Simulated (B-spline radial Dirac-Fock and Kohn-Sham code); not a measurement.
How the settings move the core levels of Ca⁶⁺

ΔSCF core binding energies without Breit or QED terms, calculated with a B-spline atomic structure program. Keys: rel is the Hamiltonian (dirac, or spin-free x2c and nr, where L3 and M5 stand for the whole 2p and 3d shells), method is hf or an exchange,correlation pair (spin-unpolarised, also for the hole states), nuc the nuclear model, radius_factor scales its radius, rmax is the box in bohr, h the logarithmic mesh step, order the B-spline order, points the quadrature points per cell, c_factor scales the speed of light, and damp, ndamp, maxit and tol steer the iteration. The run stops when the commutator error falls below 10·tol·max(1, Z/10), or the numerical noise floor, and the energy has settled to about 1e-8 Ha; the virial ratio is −V/T.

Base input:

```json
{"items": [{"Z": 20, "q": 6, "cfg": [[1, 0, 2], [2, 0, 2], [2, 1, 6], [3, 0, 2], [3, 1, 2]], "A": 40, "rrms": 3.4776, "do": "settings", "holes": ["K", "L3", "M5"],
  "settings": [{"rel": "dirac", "method": "hf", "nuc": "fermi", "radius_factor": 1.0, "rmax": 45.0, "h": 0.3, "order": 8, "points": 10, "c_factor": 1.0, "maxit": 60, "damp": 0.5, "ndamp": 3, "tol": 1e-08}]}]}
```

The ground state converged in 9 iterations, with total energy -667.82204 Ha, virial ratio 1.99117 and highest orbital energy -125.29 eV. ΔSCF binding energies: K (1s) 4172.6 eV, L3 (2p3/2) 469.7 eV. Holes are computed only in closed shells, and unreliable hole states are left out.

Changes from the base run:

```
                            changed setting  Δ total energy (Ha)  Δ K (eV)  Δ L3 (eV)  iterations
                                 rel = "nr"                    ?         ?          ?           ?
             rel = "nr"; h = 0.5; order = 7             +2.94901    -21.68      +0.85           9
                                tol = 1e-06              0.00000      0.00       0.00           7
                             nuc = "sphere"              0.00000      0.00       0.00           9
                                rmax = 60.0              0.00000      0.00       0.00           9
radius_factor = 2.0; order = 7; tol = 1e-06             +0.00329     -0.04       0.00           7
                             c_factor = 2.0             +2.21475    -16.30      +0.63           9
```

Question: What does the change rel = "nr" do?

Answer: The total energy moves by +2.94446 Ha and the binding energies by K -21.67 eV, L3 +0.85 eV; the run takes 9 iterations.
